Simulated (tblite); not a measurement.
Species: C6H11N3OSi.
Z-matrix (Å and degrees, GFN2-xTB geometry), rows numbered from 1:
```
C 
C   1  1.4777
N   2  1.3165  1  123.22
N   3  1.3233  2  108.33  1   179.97
C   4  1.3147  3  107.54  2    -0.02
C   5  1.4341  4  126.29  3   179.99
O   6  1.2122  5  123.07  4  -179.92
N   2  1.3575  1  126.01  3   179.94
Si  8  1.7880  2  131.60  1     0.03
C   9  1.8954  8  109.89  2   113.02
C   9  1.8955  8  109.94  2  -113.05
H   1  1.0882  2  110.62  3   119.99
H   1  1.0883  2  110.63  3  -119.85
H   1  1.0862  2  108.14  3     0.09
H   6  1.1003  5  114.42  4     0.09
H   9  1.4755  8  100.07  2    -0.03
H  10  1.0871  9  111.21  8   -47.68
H  10  1.0843  9  112.52  8    73.66
H  10  1.0851  9  109.58  8  -166.53
H  11  1.0853  9  109.52  8   166.56
H  11  1.0844  9  112.52  8   -73.61
H  11  1.0873  9  111.16  8    47.74
```

All values are computed: GFN2-xTB (tblite) harmonic vibrations without scaling, gas phase. The method is semi-empirical: single wavenumbers can be off by several per cent or more. Modes of hydrogen on silicon can be 10 to 20 % off. One conformer, not necessarily the lowest.

Harmonic wavenumbers (cm⁻¹): 50.3, 74.1, 80.8, 91.2, 102.1, 136.6, 155.2, 168.1, 179.4, 193.7, 255.2, 265.7, 348.7, 362.2, 417.5, 551.0, 641.4, 655.2, 675.7, 676.3, 696.0, 728.4, 780.2, 822.9, 826.4, 849.9, 851.7, 876.0, 910.7, 1003.1, 1025.0, 1058.9, 1159.1, 1187.2, 1306.3, 1325.0, 1369.5, 1371.3, 1381.4, 1396.0, 1451.5, 1455.8, 1466.8, 1470.3, 1474.4, 1477.9, 1504.2, 1509.5, 1713.4, 2175.2, 2855.1, 3015.9, 3024.7, 3025.3, 3029.6, 3051.6, 3054.4, 3062.3, 3064.3, 3065.6.

A = 1322, B = 902.0, C = 663.8 MHz; mass 169.067 u (most abundant isotopes); point group Cs, symmetry number 1.

Task: What is the zero-point energy?

Result: Half the sum of the wavenumbers: 36477 cm⁻¹ = 436.36 kJ/mol.

Task: Give the ideal-gas entropy at 350 K and 1 bar in the rigid-rotor, harmonic-oscillator model (classical rotation).

Result: Translation 176.17, rotation 129.13, vibration 209.38: S = 514.7 J/(mol K).

Task: And Cp and H(350 K) − H(0)?

Result: Cp = 227.81 J/(mol K), of which vibrations give 194.56 (their classical limit is 60 R = 498.9); H(350 K) − H(0) = 48.73 kJ/mol without the zero-point energy, 37.09 from vibrations.

Task: Which modes carry the vibrational entropy at 350 K?

Result: 50.3 cm⁻¹: 21.43; 74.1 cm⁻¹: 18.23; 80.8 cm⁻¹: 17.52; 91.2 cm⁻¹: 16.52; 102.1 cm⁻¹: 15.59; 136.6 cm⁻¹: 13.22 J/(mol K); the other 54 give 106.86 together.

Task: What must be added to the electronic energy to get the Gibbs energy at 350 K and 1 bar?

Result: ZPE + [H(350 K) − H(0)] − T·S = 436.36 + 48.73 − 180.14 = 304.95 kJ/mol.

Hindered rotation and anharmonicity are outside this model. Other conformers, if any are populated, would add a mixing term that is left out.
